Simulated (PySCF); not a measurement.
# Correlation energy of Cd⁺ (cadmium, charge +1)

[Kr] 4d10 5s1, 2S determinant. Computed with PySCF 2.14 in aug-cc-pVDZ-PP with ECP28MDF (5s5p4d2f, 54 functions), with a scalar-relativistic core potential. Frozen: 4s2 4p6; 11 electrons correlated.

MP2 pair energies summed by pair of shells (mhartree):

| pair | energy | share (%) |
| --- | --- | --- |
| 4d-4d | -291.92 | 88.3 |
| 4d-5s | -38.73 | 11.7 |

Total MP2 correlation energy: -330.66 mhartree.

Same-spin part -123.48 and opposite-spin part -207.17 mhartree; SCS-MP2 scales them by 1/3 and 6/5 to -289.77 mhartree.
